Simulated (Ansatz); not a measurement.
# Errors in the atomisation enthalpy at 298 K

8 molecules with halogens; the atomisation enthalpy at 298 K in kJ/mol, computed less measured. Shapes, held fixed at every level: PBE0-D4/def2-TZVP. Flexible molecules stand in one conformer, not always the lowest. Thermal terms are harmonic and unscaled (PBE0-D4/def2-TZVP); the spin-orbit lowering of the free atoms is taken from their spectra. Programs: Ansatz 0.2.0. Measured values: Active Thermochemical Tables, CRC Handbook of Chemistry and Physics, NIST-JANAF tables.

Levels: A = HF/def2-SVP; B = wB97X-V/def2-TZVPP; C = B2PLYP/def2-TZVPP; D = CCSD(T)/CBS estimate.

| molecule | from tabulated heats | A | B | C | D |
| --- | --- | --- | --- | --- | --- |
| HF (hydrogen fluoride) | 570 | -201 | -16 | -14 | +3 |
| BOF (fluoro(oxo)borane) | 1501 | -435 | -35 | -24 | -30 |
| AlClF2 (SMILES [F][Al]([F])[Cl]) | 1609 | -412 | -13 | -29 | +10 |
| BF3 (boron trifluoride) | 1944 | -437 | -15 | -13 | -7 |
| SOF2 (thionyl fluoride) | 1229 | -773 | +42 | +11 | +41 |
| C2H3ClO (acetyl chloride) | 2700 | -807 | 0 | -28 | -8 |
| SF6 (SMILES FS(F)(F)(F)(F)F) | 1974 | -1212 | -1 | -76 | +2 |
| C3H5Cl3 (SMILES ClCC(Cl)CCl) | 3787 | -1070 | +4 | -69 | -5 |

Question: Sum up the errors.

Answer: 
```
               level                    kind  mean error  mean absolute error  worst case
         HF/def2-SVP            Hartree–Fock      -668.4                668.4         SF6
  wB97X-V/def2-TZVPP  range-separated hybrid        -4.2                 15.8        SOF2
   B2PLYP/def2-TZVPP           double hybrid       -30.2                 33.0         SF6
CCSD(T)/CBS estimate   coupled cluster or CI        +0.8                 13.2        SOF2
```

On this set CCSD(T)/CBS estimate has the smallest mean absolute error and HF/def2-SVP the largest. HF/def2-SVP is too low in 8 of 8; B2PLYP/def2-TZVPP is too low in 7 of 8. The heats of AlClF2, C3H5Cl3 come from older tables and can be uncertain by 10 kJ/mol or more. The tabulated values of BOF, BF3, SOF2 are in doubt (older tables, estimates, or at odds with other calculations) and kept here. Over the 5 molecules whose values aren't doubted the mean absolute errors are A 740.4; B 6.8; C 43.2; D 5.6. The smallest two are near a tie. Hartree–Fock lacks correlation and underbinds. The CBS estimate extrapolates MP2 from def2-TZVPP and def2-QZVPP and adds CCSD(T) − MP2 in the triple-zeta set, cores frozen. The set is small.
